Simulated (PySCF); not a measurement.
C₆H₄ClF₃Si, SMILES F[Si](F)(F)c1ccccc1Cl, GFN2-xTB optimised geometry.

```
15

F      1.02     2.95     1.25
Si     1.27     2.02     0.00
F      1.02     2.95    -1.26
F      2.84     1.76    -0.01
C      0.34     0.40     0.00
C      1.01    -0.82     0.00
C      0.32    -2.02     0.00
C     -1.07    -2.02     0.00
C     -1.76    -0.82     0.00
C     -1.06     0.37     0.00
Cl    -1.92     1.87     0.00
H      2.09    -0.83     0.00
H      0.86    -2.95     0.00
H     -1.61    -2.95     0.00
H     -2.84    -0.81     0.00
```

Density from PBE0/def2-TZVP (PySCF 2.14.0) at that geometry.

Minimum of the electron density along straight lines between bonded atoms, close to the bond critical point (lines longer than 1.1 times the sum of covalent radii, or with two minima, are not listed):

| bond | length / Å | ρ at the minimum / e bohr⁻³ | ∇²ρ there / e bohr⁻⁵ | position (fraction from the first atom) |
|---|---|---|---|---|
| F1–Si2 | 1.586 | 0.145 | 1.05 | 0.58 |
| Si2–F3 | 1.586 | 0.145 | 1.05 | 0.42 |
| Si2–F4 | 1.589 | 0.144 | 1.04 | 0.42 |
| Si2–C5 | 1.866 | ___ | ___ | 0.39 |
| C5–C6 | 1.396 | 0.312 | -0.90 | 0.50 |
| C6–C7 | 1.382 | 0.323 | -0.97 | 0.50 |
| C7–C8 | 1.385 | 0.322 | -0.96 | 0.50 |
| C8–C9 | 1.384 | 0.321 | -0.96 | 0.50 |
| C5–C10 | 1.396 | 0.314 | -0.91 | 0.48 |
| C9–C10 | 1.384 | 0.323 | -0.96 | 0.48 |
| C10–Cl11 | 1.726 | 0.209 | ___ | 0.42 |
| C6–H12 | 1.079 | 0.291 | -1.05 | 0.65 |
| C7–H13 | 1.079 | 0.289 | -1.04 | 0.65 |
| C8–H14 | 1.079 | 0.290 | -1.05 | 0.65 |
| C9–H15 | 1.078 | 0.289 | -1.05 | 0.65 |

Some entries are withheld; supply them.


- Si2–C5, ρ at the minimum / e bohr⁻³: 0.129
- Si2–C5, ∇²ρ there / e bohr⁻⁵: 0.17
- C10–Cl11, ∇²ρ there / e bohr⁻⁵: -0.35
